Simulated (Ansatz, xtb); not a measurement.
## C4H8F2Se: which of two isomers lies lower

Structure a: `C[Se][C@H](C)C(F)F`, a singlet. Structure b: `CC[C@H]([SeH])C(F)F`, a singlet. Both are isolated molecules in the gas phase, relaxed with r2SCAN-D4/def2-SVP; each stands in its lowest conformer found.

Q: Estimate which is lower in electronic energy at CCSD(T)/def2-SVP + ΔMP2/def2-TZVPP, and by roughly how much.

A: Too close to call at this level: CCSD(T)/def2-SVP + ΔMP2/def2-TZVPP gives E(b) − E(a) = +0.05 kcal/mol.

How the difference moves with the method:

```csv
level,geometry,E(b) − E(a) (kcal/mol),departure from the last row (kcal/mol),"job, with rough time for the two"
GFN2-xTB,GFN2-xTB,−2.90,−2.95,"optimisation, 0.16 s"
HF/STO-3G,GFN2-xTB,+4.45,+4.40,"single point, 0.5 s"
r2SCAN-D4/def2-SVP//GFN2-xTB,GFN2-xTB,−1.51,−1.57,"single point, 2.7 s"
r2SCAN-D4/def2-SVP,r2SCAN-D4/def2-SVP,−1.93,−1.98,"optimisation, 31 s"
HF/def2-SVP,r2SCAN-D4/def2-SVP,−2.33,−2.38,part of the CCSD(T) run
MP2/def2-SVP,r2SCAN-D4/def2-SVP,−3.25,−3.30,part of the CCSD(T) run
CCSD(T)/def2-SVP,r2SCAN-D4/def2-SVP,−3.78,−3.83,single point
CCSD(T)/def2-SVP + ΔMP2/def2-TZVPP,r2SCAN-D4/def2-SVP,+0.05,,"single point, 82 s"
```

As drawn, b has 1 C–C, 1 Se–H in place of 1 C–Se, 1 C–H.

The largest departure from CCSD(T)/def2-SVP + ΔMP2/def2-TZVPP is that of HF/STO-3G, 4.40 kcal/mol. The last row adds to CCSD(T) the change of the MP2 difference between the two basis sets, here +3.83 kcal/mol, a large step that makes the value less sure.

With thermal terms from frequencies at re-optimised GFN2-xTB minima (ideal gas, soft modes damped towards free rotors, one conformer each, 298.15 K, 1 atm): on the last row, ΔE + ΔZPE = −0.72, ΔH = −0.98, ΔG = −0.47 kcal/mol.

The correlated steps freeze 15 core orbitals; the filled d shell of Se is correlated, in a basis made for valence electrons. Run with Ansatz 0.2.0, xtb 6.7.1; the last row on 4 threads of Intel(R) Xeon(R) Platinum 8375C CPU @ 2.90GHz (Ice Lake) on a shared host.
